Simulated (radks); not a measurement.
Radial electron density D(r) = 4 pi r^2 rho(r) of an atom or ion with 1 electrons. Method: scalar-relativistic Kohn-Sham, AM05, spin-polarised, spherical densities, point nucleus; computed with a radial shooting solver on a logarithmic mesh with Libxc functionals.

| r (bohr) | D(r) (e/bohr) |
|---|---|
| 0.05355 | 0.07251 |
| 0.05801 | 0.08358 |
| 0.06234 | 0.09486 |
| 0.06753 | 0.1090 |
| 0.07258 | 0.1234 |
| 0.07862 | 0.1413 |
| 0.08449 | 0.1594 |
| 0.09153 | 0.1818 |
| 0.09836 | 0.2043 |
| 0.1066 | 0.2320 |
| 0.1145 | 0.2595 |
| 0.124 | 0.2930 |
| 0.1333 | 0.3260 |
| 0.1444 | 0.3659 |
| 0.1552 | 0.4047 |
| 0.1681 | 0.4508 |
| 0.1807 | 0.4950 |
| 0.1957 | 0.5468 |
| 0.2103 | 0.5955 |
| 0.2278 | 0.6513 |
| 0.2448 | 0.7026 |
| 0.2652 | 0.7597 |
| 0.285 | 0.8104 |
| 0.3088 | 0.8647 |
| 0.3318 | 0.9106 |
| 0.3595 | 0.9568 |
| 0.3863 | 0.9927 |
| 0.4185 | 1.025 |
| 0.4497 | 1.045 |
| 0.4872 | 1.056 |
| 0.5236 | 1.056 |
| 0.5672 | 1.042 |
| 0.6095 | 1.018 |
| 0.6603 | 0.9773 |
| 0.7096 | 0.9291 |
| 0.7686 | 0.8639 |
| 0.826 | 0.7961 |
| 0.8948 | 0.7131 |
| 0.9616 | 0.6339 |
| 1.042 | 0.5439 |
| 1.119 | 0.4638 |
| 1.213 | 0.3786 |
| 1.303 | 0.3077 |
| 1.412 | 0.2372 |
| 1.517 | 0.1824 |
| 1.644 | 0.1317 |
| 1.766 | 0.09507 |
| 1.913 | 0.06365 |
| 2.056 | 0.04271 |
| 2.228 | 0.02621 |
| 2.394 | 0.01617 |
| 2.593 | 0.008973 |
| 2.787 | 0.005022 |
| 3.019 | 0.002481 |

What is the nuclear charge?

Answer. Z = 2. The innermost maximum, from 1s, lies near gamma/Z bohr with gamma = sqrt(1 - (Z/c)^2) = 1.000, here 0.5 bohr (found: 0.503), and its height grows with Z. The density is that of the helium ion He+ in 1s1; the configuration itself is not fixed sharply by these data. D(r) has 1 maximum, at r = 0.503 bohr.
